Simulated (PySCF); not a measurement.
Harmonic spectrum computed at PBE0 in the def2-TZVP basis family (core potentials from Rb on, PySCF, no spin–orbit coupling):

| ω (cm⁻¹) | IR (km/mol) |
| --- | --- |
| 481 | 72.0 |
| 657 | 161 |
| 1854 | 199 |

Problem. Which molecule gave it? In each, all ligands are bound to the one heavy central atom.
A. RuHF (quintet)
B. MoHF (quintet)
C. ZrHF (triplet)
D. TiHF (triplet)

Solution. B. It has Cs symmetry with Mo–F 1.868 Å, Mo–H 1.710 Å.
